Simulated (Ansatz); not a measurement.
Name a neutral molecule of B, C, O, Si and H with HOMO–LUMO gap (PBE/def2-TZVPP) between 5.45 and 5.75 eV and HOMO energy (ωB97M-V/def2-TZVPP) between -10.70 and -10.40 eV (Ansatz, PBE0-D4/def2-TZVP geometry).

`BOC[SiH2]C` (5.62 eV, -10.57 eV); `BOC(C)[SiH3]` (5.54 eV, -10.52 eV). Other molecules can fit too; these were computed, each in one conformer that needn't be the lowest.
